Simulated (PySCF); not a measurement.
C₆H₈O₂.
Numbering: `[CH2:1]=[CH:2][O:3][C:4](=[O:5])/[CH:6]=[CH:7]/[CH3:8]` (hydrogens: H9, H10 on C1; H11 on C2; H12 on C6; H13 on C7; H14, H15, H16 on C8)

Level: CAM-B3LYP/def2-SVPD in PySCF, non-relativistic, on one gas-phase PBE0-D3(BJ)/def2-SVP geometry that isn't relaxed in the solvent. The solvent is an IEF-PCM continuum (van der Waals radii × 1.2), and excitations are vertical TDDFT with non-equilibrium linear response and a frozen core. Only the electrostatic response of the medium enters.

Gas-phase singlets (H = HOMO, L = LUMO):

```csv
state,E (eV),λ (nm),f,leading configurations
S1,5.197,239,0.000,H-2→L 93%
S2,5.673,219,0.585,H→L 95%
S3,6.114,203,0.224,H-1→L 94%
S4,7.160,173,0.053,"H→L+3 68%, H→L+1 25%"
S5,7.422,167,0.223,H→L+2 90%
```

**Question.** What are the lowest 5 singlets in methanol (ε = 32.61)?

**Answer.** 
```csv
state,E (eV),λ (nm),f,leading configurations,change by rank (eV)
S1,5.390,230,0.000,H-2→L 93%,+0.193
S2,5.562,223,0.841,"H→L 87%, H-1→L 10%",-0.111
S3,6.005,206,0.084,"H-1→L 87%, H→L 10%",-0.109
S4,7.179,173,0.071,"H→L+1 65%, H→L+3 26%",+0.019
S5,7.337,169,0.000,H-3→L 86%,-0.085
```

**Question.** How does the list change in water (ε = 78.36)?

**Answer.** 
```
state  E (eV)  λ (nm)      f  leading configurations  change by rank (eV)
   S1   5.396     230  0.000               H-2→L 93%               +0.199
   S2   5.560     223  0.844      H→L 87%, H-1→L 10%               -0.113
   S3   6.004     207  0.082      H-1→L 87%, H→L 10%               -0.110
   S4   7.179     173  0.072    H→L+1 65%, H→L+3 25%               +0.019
   S5   7.332     169  0.000               H-3→L 85%               -0.090
```

**Question.** The ground-state energy changes by -0.228 eV from gas to water. By how much does the total energy of gas-phase S1 change?

**Answer.** E(S1) = E(S0) + excitation energy, so it changes by -0.228 + 0.199 = -0.029 eV: it is lowered less than the ground state, which is what a blue shift means. This is the vertical state, with the slow part of the continuum still set for S0.

**Question.** How do the frontier levels move from gas to water?

**Answer.** 
```json
{"orbital": "LUMO+2", "gas (eV)": "1.59", "solvent (eV)": "1.56", "change (eV)": "-0.03", "Löwdin shares, gas": "C2 32 %, C1 28 %, O3 8 %, H10 7 %", "Löwdin shares, solvent": "C2 32 %, C1 28 %, O3 8 %, H10 6 %"}
{"orbital": "LUMO+1", "gas (eV)": "1.30", "solvent (eV)": "1.42", "change (eV)": "+0.12", "Löwdin shares, gas": "C8 29 %, C7 12 %, H16 9 %, H15 9 %", "Löwdin shares, solvent": "C4 19 %, C2 12 %, O5 12 %, C7 10 %"}
{"orbital": "LUMO", "gas (eV)": "-0.44", "solvent (eV)": "-0.44", "change (eV)": "0.00", "Löwdin shares, gas": "C7 25 %, C4 19 %, C6 15 %, O5 13 %", "Löwdin shares, solvent": "C7 24 %, C4 20 %, C6 13 %, O5 13 %"}
{"orbital": "HOMO", "gas (eV)": "-8.58", "solvent (eV)": "-8.65", "change (eV)": "-0.07", "Löwdin shares, gas": "C1 35 %, C2 26 %, O3 19 %", "Löwdin shares, solvent": "C1 33 %, C2 25 %, O3 18 %, C6 6 %"}
{"orbital": "HOMO-1", "gas (eV)": "-9.34", "solvent (eV)": "-9.29", "change (eV)": "+0.05", "Löwdin shares, gas": "C6 32 %, C7 26 %, O5 15 %, C4 7 %", "Löwdin shares, solvent": "C6 30 %, C7 23 %, O5 15 %, C4 7 %"}
{"orbital": "HOMO-2", "gas (eV)": "-9.83", "solvent (eV)": "-10.06", "change (eV)": "-0.23", "Löwdin shares, gas": "O5 66 %, O3 9 %, C4 9 %, C6 8 %", "Löwdin shares, solvent": "O5 64 %, C4 9 %, O3 9 %, C6 9 %"}
{"orbital": "HOMO-3", "gas (eV)": "-11.73", "solvent (eV)": "-11.70", "change (eV)": "+0.03", "Löwdin shares, gas": "O3 36 %, C2 19 %, H11 11 %, C1 10 %", "Löwdin shares, solvent": "C7 25 %, C8 24 %, H14 14 %, H13 14 %"}
```

The HOMO–LUMO gap goes from 8.14 to 8.21 eV. Rows go by rank; for HOMO-3, LUMO+1 and LUMO+2 the atom shares or the degeneracy differ between the runs, so the row needn't follow one orbital.

Conformer computed: `[CH2:1]=[CH:2][O:3][C:4](=[O:5])/[CH:6]=[CH:7]/[CH3:8]`: C1–C2–O3–C4 180°, C2–O3–C4–O5 -1°, O3–C4–C6–C7 180°.
